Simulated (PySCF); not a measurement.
Species: vinyl acrylate, C5H6O2.
Bonds: C1–C2 (double), C2–O3, O3–C4, C4–O5 (double), C4–C6, C6–C7 (double). Hydrogens: H8, H9 on C1; H10 on C2; H11 on C6; H12, H13 on C7.

Structure optimised with GFN2-xTB, isolated species.

What internal coordinates does the optimisation give?

```json
{"bond": "C1=C2", "length (pm)": "132.0"}
{"bond": "C2–O3", "length (pm)": "137.2"}
{"bond": "O3–C4", "length (pm)": "135.2"}
{"bond": "C4=O5", "length (pm)": "120.4"}
{"bond": "C4–C6", "length (pm)": "147.6"}
{"bond": "C6=C7", "length (pm)": "132.5"}
{"bond": "C1–H8", "length (pm)": "107.5"}
{"bond": "C1–H9", "length (pm)": "107.3"}
{"bond": "C2–H10", "length (pm)": "108.3"}
{"bond": "C6–H11", "length (pm)": "107.9"}
{"bond": "C7–H12", "length (pm)": "107.8"}
{"bond": "C7–H13", "length (pm)": "107.6"}
```

A selection of angles:
```json
{"angle": "C2–C1–H8", "degrees": "121.4"}
{"angle": "C2–C1–H9", "degrees": "120.7"}
{"angle": "H8–C1–H9", "degrees": "117.9"}
{"angle": "C1–C2–O3", "degrees": "121.1"}
{"angle": "C1–C2–H10", "degrees": "124.3"}
{"angle": "O3–C2–H10", "degrees": "114.6"}
{"angle": "C2–O3–C4", "degrees": "118.6"}
{"angle": "O3–C4–O5", "degrees": "124.0"}
{"angle": "O3–C4–C6", "degrees": "110.1"}
{"angle": "O5–C4–C6", "degrees": "126.0"}
{"angle": "C4–C6–C7", "degrees": "121.2"}
{"angle": "C4–C6–H11", "degrees": "115.6"}
{"angle": "C7–C6–H11", "degrees": "123.2"}
{"angle": "C6–C7–H12", "degrees": "120.1"}
{"angle": "C6–C7–H13", "degrees": "122.3"}
{"angle": "H12–C7–H13", "degrees": "117.5"}
```

Torsions: C1–C2–O3–C4 180° (antiperiplanar); C2–O3–C4–O5 0° (synperiplanar); O3–C4–C6–C7 180° (antiperiplanar).

The 7 heavy atoms lie in one plane (0.001 Å rms). O3 (ester single-bonded oxygen) is bent (angle 118.6°). The C–C distances run from 1.320 Å (C1=C2, drawn double) to 1.476 Å (C4–C6, drawn single), a spread of 0.156 Å. The 3 C–O bonds span 1.204 Å (C4=O5, drawn double) to 1.372 Å (C2–O3, drawn single), a spread of 0.168 Å. Of the pairs four or more bonds apart, O5···H10 is among the closest relative to their van der Waals radii: 2.30 Å, 85 % of the sum of Bondi's values.

Point group: Cs (every atom within 0.08 Å of its image). GFN2-xTB frequencies: not computed here. One conformer, not necessarily the lowest.
